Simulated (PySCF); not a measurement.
ClFH₂Si. Atoms are numbered in the order given.

```xyz
5

Si     0.5114     0.5551     0.0000
F     -0.7342     1.5518     0.0000
Cl    -0.1834    -1.3707     0.0000
H      1.2828     0.7820    -1.2305
H      1.2828     0.7820     1.2305
```
Charge 0, spin multiplicity 1.

The structure is a stationary point at B3LYP-D3(BJ)/def2-TZVP.

Vertical ionisation energy (IE) and electron affinity (EA) in eV. Rows of orbital energies are one-electron estimates. Where ΔSCF, EOM or ADC give a negative EA the extra electron is unbound and the value depends on the basis.

| level | IE | EA |
|---|---|---|
| −ε(HOMO), −ε(LUMO), ωB97X/def2-TZVPD (PySCF) | 11.75 | -1.69 |
| ADC(2)/aug-cc-pVDZ (PySCF) | 11.65 | -0.94 |

Beyond the first one, list the lowest photoelectron lines from PySCF 2.14.0 with ADC(2)/aug-cc-pVDZ with their pole strengths (two spins summed). (The exact figures need the calculation; the answer reports its results.)

12.05 eV (1.81), 13.20 eV (1.80), 13.21 eV (1.80), 15.15 eV (1.76), 15.40 eV (1.78).
